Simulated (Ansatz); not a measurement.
Basis-set extrapolation for C2H7FN2Si (`C=C[Si](N)(N)F`) (PBE0-D4/def2-TZVP geometry, frozen core, the Gaussian-basis code of Ansatz). Multiplicity 1, RHF reference.

```tsv
	def2-TZVPP	def2-QZVPP
HF	-577.357926	-577.381352
MP2 correlation	-1.115123	-1.201077
CCSD(T) correlation	-1.197409	not run
```

Energies in hartree. Use E(X) = E(∞) + A·exp(−7.88·√X) for Hartree–Fock and E(X) = E(∞) + B·X^(−2.97) for correlation, with X = 3 and 4, and add CCSD(T) minus MP2 of the smaller set to the MP2 limit.

Q: What is the CCSD(T) energy at the basis-set limit?

A: HF limit: -577.381352 + (-0.023426) × 0.13774 = -577.38458. MP2 limit: -1.201077 + (-0.085954) × 0.74074 = -1.26475. Higher-order term: -1.197409 − (-1.115123) = -0.08229. Total: -578.73162 hartree, 462.8 kJ/mol below CCSD(T)/def2-TZVPP.
